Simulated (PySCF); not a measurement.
C2H7O2, SMILES OCC[OH2+], charge +1. Coordinates come from a PBE-D3(BJ)/def2-SVP optimisation. The isomer is the one that the SMILES or the coordinates give; other isomers of the formula were not compared. Other conformers were not sampled.

Level of theory: PBE-D3(BJ)/def2-SVP in PySCF.

Harmonic wavenumbers (cm⁻¹): 207, 209, 537, 538, 636, 689, 843, 897, 964, 1027, 1046, 1069, 1158, 1217, 1224, 1356, 1374, 1392, 1442, 1453, 1889, 3022, 3026, 3105, 3113, 3650, 3655. Rotational constants (GHz): 12.48, 6.994, 4.976; symmetry number 2.

Task: Work out the zero-point energy and the ideal-gas rigid-rotor harmonic-oscillator thermochemistry at 298.15 K and 1 atm.

Result: ZPE = ½ Σ hcν = ½ × 40740 cm⁻¹ = 58.24 kcal/mol. H − E(el) = 61.93 kcal/mol. Entropy in cal/(mol K): translation 38.34, rotation 22.74, vibration 6.85, total 67.93. G − E(el) = 41.67 kcal/mol. Cp = 19.40 cal/(mol K).
